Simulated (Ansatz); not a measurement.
Total energies of the cluster Cu₃Se⁺ (the lowest singlet isomer of a short search) from Ansatz at PBE-D4/def2-TZVP, gas phase (1 Eh = 27.2114 eV = 2625.5 kJ/mol). The reference geometry is relaxed at r2SCAN-D4/def2-SVP.

```csv
atom,x (Å),y (Å),z (Å)
Cu1,-0.3821,-0.5446,-1.3456
Cu2,-0.1874,1.4885,0.0725
Cu3,1.3895,-0.4124,0.3941
Se4,-0.8199,-0.5315,0.8790
```

| state | geometry | energy (Eh) |
| --- | --- | --- |
| charge 1 singlet | reference | -7321.91779 |
| charge 0 doublet | reference | -7322.14451 |
| charge 1 triplet | relaxed at r2SCAN-D4/def2-SVP | -7321.85325 |
| charge 1 quintet | relaxed at r2SCAN-D4/def2-SVP | -7321.77195 |

(1) Work out the vertical electron affinity, to the doublet.

(2) Which of the charge 1 states is lowest, and how far above it are the others?

(1) E(charge 1 singlet) − E(charge 0 doublet) = -7321.91779 − (-7322.14451) = 0.22672 Eh = 6.17 eV.

(2) The singlet. triplet: -7321.85325 − (-7321.91779) = 0.06454 Eh = 169.4 kJ/mol; quintet: -7321.77195 − (-7321.91779) = 0.14584 Eh = 382.9 kJ/mol. The quintet differs in its bonds from the reference.

At PBE-D4/def2-TZVP the gap within one spin of the charge 1 triplet nearly closes, so an electron or hole may be smeared out by delocalisation error. 

The structure comes from a short search, and lower isomers may exist.
